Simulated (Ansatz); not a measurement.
`N[C]1=C[SiH2][GaH]1` at its PBE0-D4/def2-TZVP geometry, where that method's forces vanish. Total charge 0; spin multiplicity 1.

```
atom   x (Å)   y (Å)   z (Å)
  N1  -1.261   0.290  -1.647
  C2  -0.471   0.009  -0.585
  C3   0.307   0.916   0.090
 Si4   1.184   0.096   1.508
 Ga5  -0.081  -1.635   0.475
  H6  -1.710  -0.445  -2.158
  H7  -1.241   1.198  -2.083
  H8   0.354   1.964  -0.217
  H9   2.677   0.113   1.446
 H10   0.833   0.602   2.869
 H11  -0.591  -3.109   0.301
```

Problem. For each bond, give half the difference of the two atoms' forces along it (eV/Å; positive pushes the atoms apart) under PBE-D4, r2SCAN-D4, B3LYP-D4, ωB97M-V in def2-TZVPP. (Estimate.)

Solution. Ansatz gave: 
| bond | length (Å) | PBE-D4 | r2SCAN-D4 | B3LYP-D4 | ωB97M-V |
| --- | --- | --- | --- | --- | --- |
| N1–C2 | 1.354 | -0.05 | 0.07 | 0.15 | 0.37 |
| N1–H6 | 1.001 | 0.17 | -0.02 | -0.06 | -0.10 |
| N1–H7 | 1.007 | 0.22 | 0.00 | -0.04 | -0.13 |
| C2–C3 | 1.372 | 0.32 | 0.21 | 0.00 | -0.12 |
| C2–Ga5 | 1.995 | 0.01 | -0.06 | 0.12 | -0.09 |
| C3–Si4 | 1.858 | -0.03 | -0.03 | 0.12 | 0.07 |
| C3–H8 | 1.093 | 0.04 | -0.04 | -0.11 | -0.08 |
| Si4–Ga5 | 2.380 | 0.04 | 0.02 | 0.20 | 0.05 |
| Si4–H9 | 1.494 | 0.06 | -0.01 | -0.12 | -0.11 |
| Si4–H10 | 1.494 | 0.06 | -0.01 | -0.12 | -0.11 |
| Ga5–H11 | 1.569 | -0.01 | -0.08 | -0.12 | -0.10 |

B3LYP here is the variant with VWN-RPA as its local correlation; programs differ in this.
